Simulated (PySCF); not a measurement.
Species: C6H9F2O (doublet state).
Cartesian coordinates in Å at the GFN2-xTB level; atoms count from 1:
```xyz
18
C6H9F2O angstrom
C      1.5368   -1.5132   -0.2031
C      0.8312   -0.3452   -0.2940
C      1.5411    0.8881   -0.8099
F      2.8831    0.6714   -0.9824
C     -0.5187   -0.1960    0.0375
C     -1.2264    1.1223   -0.1208
O     -0.7747    2.0934    0.8068
C     -1.3285   -1.3043    0.6307
F     -2.1987   -0.8127    1.5835
H      1.1006   -2.4321    0.1387
H      2.5739   -1.5412   -0.4807
H      1.4372    1.7222   -0.1094
H      1.1464    1.1821   -1.7900
H     -2.3090    0.9783   -0.0175
H     -1.0274    1.5546   -1.1062
H     -0.9992    1.7874    1.6936
H     -1.9600   -1.7940   -0.1251
H     -0.7163   -2.0547    1.1366
```

The hyperfine couplings belong to this conformer and change with its torsions.

The species is `C=C(CF)[C](CO)CF` [radical].

The calculation used PySCF, UKS B3LYP, pcH-1 on C F H O, non-relativistic, mean-field spin-orbit, GIAO. The structure is a single GFN2-xTB conformer in the gas phase; no vibrational or solvent corrections. The geometry wasn't refined by DFT: couplings that depend on bond lengths, twists or pyramidal angles can differ widely from those at the functional's own minimum. Stability of the SCF solution: not tested. ⟨S²⟩ is 0.776 where a pure state has 0.75.

(1) Predict the first-order ENDOR lines of F9, H17/H18, H11, H10, H14/H15, H12/H13 and H16 under fast tumbling at B = 3365.1 mT (W band).

(2) Which pairs are centred on the nuclear Larmor frequency, and which on half the coupling?

(3) At what field would the lower line of H10 fall to zero frequency?

Answers

(1) For S = 1/2 in fast tumbling each set of equivalent nuclei gives two lines, ν± = |νn ± a/2| to first order, with νn = g_N μN B/h and μN/h = 7.62259 MHz/T.

```tsv
nuclei	isotope	g_N	νn (MHz)	a_iso (MHz)	lower line (MHz)	upper line (MHz)
F9	19F	5.2577	134.87	80.31	94.71	175.02
H17/H18	1H	5.5857	143.28	44.05	121.25	165.30
H11	1H	5.5857	143.28	-37.53	124.51	162.04
H10	1H	5.5857	143.28	-35.54	125.51	161.05
H14/H15	1H	5.5857	143.28	17.85	134.35	152.20
H12/H13	1H	5.5857	143.28	-15.95	135.30	151.25
H16	1H	5.5857	143.28	-3.24	141.66	144.90
```

(2) Centred on νn, since |a| < 2νn: F9, H17/H18, H11, H10, H14/H15, H12/H13 and H16. No pair has |a| > 2νn.

(3) Where νn = |a|/2, that is B = 17.77 MHz/(5.5857 × 7.62259 MHz/T) = 417 mT, as far as first order holds there.

Class means assume fast exchange of nuclei equivalent by connectivity; if that motion is slow, each nucleus keeps its own coupling. The 1H value of +44.0 MHz is a mean of couplings from 22.9 to 65.2 MHz in this one geometry, not an average over conformers. The 1H value of +17.9 MHz is a mean of couplings from 1.1 to 34.6 MHz in this one geometry, not an average over conformers.
